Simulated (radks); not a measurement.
Results of a calculation; reference values are marked as such.
Question: Ni2+, 26 electrons, occupied as [Ar] 3d7 6d1 (not the ground configuration). Level of theory: scalar-relativistic Kohn-Sham, PBE, spin-unpolarised, spherical densities, point nucleus (a radial shooting solver on a logarithmic mesh with Libxc functionals). Some entries of the table are withheld. Estimate them.

| orbital | occ. | eigenvalue (hartree) | <1/r> (bohr^-1) |
|---|---|---|---|
| 1s | 2 | -303.1632 | 28.09 |
| 2s | 2 | (1) | 6.071 |
| 2p | 6 | -32.41381 | 5.957 |
| 3s | 2 | -5.42261 | 1.929 |
| 3p | 6 | -3.95728 | (2) |
| 3d | 7 | (3) | (4) |
| 6d | 1 | -0.15462 | 0.1207 |

Answer: 
(1) 2s eigenvalue (hartree): -37.45438
(2) 3p <1/r> (bohr^-1): 1.787
(3) 3d eigenvalue (hartree): -1.61886
(4) 3d <1/r> (bohr^-1): 1.456
